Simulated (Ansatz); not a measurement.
Several settings on one geometry of Na4Li2 (the lowest singlet isomer of a short search) (that of the charge 0 singlet, PBE/def2-SVP). Ansatz on 4 threads of Arm Neoverse V2 on a shared host; times are rough.

Cartesian coordinates in Å:
```
Li -0.004 -0.006 -0.004
Li -1.941 -1.988 -0.798
Na 2.798 0.408 1.233
Na 1.087 -2.831 0.563
Na -2.512 1.378 -1.145
Na 0.571 3.039 0.152
```

Totals from different functionals, basis sets or treatments of relativity can't be compared as stabilities.

The 6-31G sets use Cartesian d functions.

The spins typed aren't always the lowest for that charge.

(1) Give the basis size and estimate the energy, ⟨S²⟩ and time of these runs.

```csv
run,method,charge,state,further keys
1,UKS BHLYP/def2-TZVPD,0,singlet,forces asked
2,UKS PBE0/def2-SVP,1,doublet,scf: {omitted_lower_state_checks: [starts]}; forces asked
3,UKS BHLYP/6-31++G**,1,doublet,–
```

Results:

(1) 
```
run  functions  energy (Eh)  ⟨S²⟩  wall time
  1        174    -664.1702  0.00        9 s
  2         78    -663.3662  0.80       12 s
  3        130    -663.9639  0.79       22 s
```
